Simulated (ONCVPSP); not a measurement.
**What the settings do to the ONCV potential of chromium (Cr)**

Base potential:

Cr, optimised norm-conserving Vanderbilt (ONCV), made with ONCVPSP 4.0.1 (Wu-Cohen, scalar-relativistic). Core [Ne], reference 3s2 3p6 3d5 (charge +1). Waves: 3s: rc 1.00 bohr, ncon 4, nbas 7, qcut 5.5 1/bohr, 2 projectors, debl 2.4 Ha; 3p: rc 1.00 bohr, ncon 4, nbas 8, qcut 8 1/bohr, 1 projector; 3d: rc 1.70 bohr, ncon 3, nbas 7, qcut 7.8 1/bohr, 2 projectors, debl 3.3 Ha. Local part: polynomial inside 0.85 bohr (lpopt 5, dvloc0 6 Ha). Core correction: Teter function fitted to the true core (icmod 2), fcfact 0.55.

In the s channel the program set the typed energies aside and used -2.967, 0.250 Ha.

Cutoffs, loose and tight: the cutoffs (Ha) at which the residual kinetic energy of the hardest occupied pseudo-wave falls to 1 and 0.1 mHa per electron. They do not see the model core or the augmentation charge, which bear on the density cutoff. Test errors are all-electron minus pseudo excitation energies from the reference, over the configurations 3s2 3p6 3d5 4s1; 3s2 3p6 3d4; 3s2 3p6 3d3; 3s2 3p6 3d4 4s2. A dash means not determined; rows that change the core or the reference have their own tests.

```csv
change,outcome,"cutoff, loose","cutoff, tight",bound ghosts,GHOST(+) flags above zero,largest test error (meV)
base,"generated, projector energies reset by the program",120 Ha,145 Ha,none,none,+269
d: rc 1.24,"generated, projector energies reset by the program",–,–,none,none,+56
d: rc 1.38,"generated, projector energies reset by the program",120 Ha,145 Ha,none,none,+114
d: rc 1.74,"generated, projector energies reset by the program",120 Ha,145 Ha,none,none,+291
d: rc 2.08,"generated, projector energies reset by the program",120 Ha,145 Ha,none,none,+498
d: rc 2.42,"generated, projector energies reset by the program",120 Ha,145 Ha,none,none,+735
```

What comes out with this change to the base: d: rc 1.52?

outcome: generated, projector energies reset by the program; cutoff, loose: 120 Ha; cutoff, tight: 145 Ha; bound ghosts: none; GHOST(+) flags above zero: none; largest test error (meV): +173.

What comes out with this change to the base: d: rc 2.28?

outcome: generated, projector energies reset by the program; cutoff, loose: 120 Ha; cutoff, tight: 145 Ha; bound ghosts: none; GHOST(+) flags above zero: none; largest test error (meV): +612.

What comes out with this change to the base: d: rc 1.88?

outcome: generated, projector energies reset by the program; cutoff, loose: 120 Ha; cutoff, tight: 145 Ha; bound ghosts: none; GHOST(+) flags above zero: none; largest test error (meV): +376.

Reading the sweep of the d radius (base included, trends over the rows without a ghost): The loose cutoff stays near 120 Ha. The median size of the test errors (rows with all tests solved) rises from 9.0 meV at 1.24 to 139.9 meV at 2.42 bohr. More of the atom is replaced by a form fitted at one configuration, so other configurations suffer as the radius grows.
